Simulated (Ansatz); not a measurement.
Ansatz (a first-principles code) input:

Ansatz 0.2 input:
```yaml
crystal:
  periodic: [false, false, false]
  atoms:
    - {symbol: Ti, position_ang: [-0.40110585, -0.00343828, -0.09428122]}
    - {symbol: F, position_ang: [1.29660647, 0.01111452, 0.30477152]}
    - {symbol: H, position_ang: [-1.28463963, 0.66983202, 1.18294000]}
    - {symbol: H, position_ang: [-0.90442679, -1.59890939, -0.35188340]}
    - {symbol: H, position_ang: [-0.65606301, 0.90468890, -1.49981342]}
basis:
  gaussian:
    orbitals: def2-TZVP
hamiltonian:
  xc: {name: PBE}
relax: {f_tol: 0.003, max_steps: 100}
```

### Question
What final total energy does it print?

### Answer
-950.82847 Eh (PBE/def2-TZVP). The basis has 94 functions.
